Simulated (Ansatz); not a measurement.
Start from `B[CH](O)[GeH3]` and change one atom or group to get `B[CH]([GeH3])Br`.

Ansatz, PBE0-D4/def2-TZVP geometries, multiplicity 1. Each molecule was computed in one conformer, which needn't be the lowest.

Scalar relativity is left out up to krypton. Spin–orbit coupling is left out; it splits and shifts lone-pair levels of the heavy atoms by tenths of an eV.

```csv
property,`B[CH](O)[GeH3]`
"ideal-gas entropy at 298 K and 1 bar (rigid rotor, harmonic PBE0-D4/def2-TZVP) / J/(mol·K)",336
HOMO–LUMO gap (B3LYP/def2-TZVPP) / eV,6.36
HOMO energy (PBE0/def2-TZVPP) / eV,-7.39
size of the dipole moment (PBE/def2-TZVPP) / D,2.54
HOMO–LUMO gap (PBE0/def2-TZVPP) / eV,6.78
zero-point energy (PBE0-D4/def2-TZVP) / kJ/mol,199.3
```

(1) Give the same properties after the change, and the shifts. (Estimate.)

Answers

(1) Computed: 
```csv
property,`B[CH]([GeH3])Br`,shift
"ideal-gas entropy at 298 K and 1 bar (rigid rotor, harmonic PBE0-D4/def2-TZVP) / J/(mol·K)",356,20
HOMO–LUMO gap (B3LYP/def2-TZVPP) / eV,5.47,-0.89
HOMO energy (PBE0/def2-TZVPP) / eV,-7.63,-0.24
size of the dipole moment (PBE/def2-TZVPP) / D,1.61,-0.93
HOMO–LUMO gap (PBE0/def2-TZVPP) / eV,5.91,-0.87
zero-point energy (PBE0-D4/def2-TZVP) / kJ/mol,161.5,-37.8
```

With PBE0 the HOMO falls by 0.24 eV and the LUMO falls by 1.10 eV, so the gap narrows by about 0.86 eV. PBE moves the HOMO by -0.22 eV and ωB97M-V by -0.29 eV. The zero-point energy changes by -37.8 kJ/mol with -3 modes. Dipoles are sizes alone; their direction can turn.

B3LYP here is the variant with VWN-RPA as its local correlation; programs differ in this.
